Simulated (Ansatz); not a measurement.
`[CH3][SnH2][CH2]F` + `C#C` → `C#[C][SnH2][CH3]` + `CF`  (formal exchange of groups at the Sn–C bond)

Calculated with Ansatz (gas phase, PBE0-D4/def2-TZVP geometries, no zero-point term in ΔE). CBS: MP2 limit from def2 TZ/QZ plus the TZ coupled-cluster correction, frozen cores. This one scheme is used for every species. DFT in def2-TZVPP. B3LYP here is the variant with VWN-RPA as its local correlation; programs differ in this. def2 core potentials past Kr. For Sn outer-core shells are correlated without core-valence functions, which leaves a few kJ/mol of doubt a bond. One conformer a species, not always the lowest.

CCSD(T)/CBS gives -57.2 kJ/mol.

Question: Another level gave -53.3 kJ/mol. Which?
A. CCSD/def2-TZVPP
B. r2SCAN0-D4/def2-TZVPP
C. HF/def2-TZVPP
D. B3LYP-D4/def2-TZVPP

Answer: D. B3LYP-D4 -53.3, HF/def2-TZVPP -71.0, CCSD/def2-TZVPP -62.3, r2SCAN0-D4 -57.6 kJ/mol.

Question: What do rigid-rotor, harmonic-oscillator terms from PBE0-D4/def2-TZVP frequencies (298.15 K, 1 bar) make of the CCSD(T)/CBS value? (An estimate is asked.)

Answer: The calculation gave: ΔZPE = +4.6 kJ/mol, ΔH = -53.2 kJ/mol, ΔS = 8 J/(mol·K), ΔG = -55.5 kJ/mol. Modes under 50 cm⁻¹ make the entropy rough.

Largest T1 diagnostic among the species: 0.013.

Leaving LDA and LC-ωPBE aside and taking each functional with its dispersion term where it has one, the values, not all of them listed here, spread over 13.8 kJ/mol, from PBE-QIDH to BLYP-D4. LDA lies +4.7 kJ/mol from PBE without D4. From r2SCAN to r2SCAN0 (25 % exact exchange), in def2-TZVPP and without D4, ΔE moves by −3.4 kJ/mol. In def2-TZVPP, CCSD(T) changes the Hartree–Fock value by +8.9 kJ/mol (the triples alone add +0.3 kJ/mol) and MP2 by +5.1 kJ/mol.
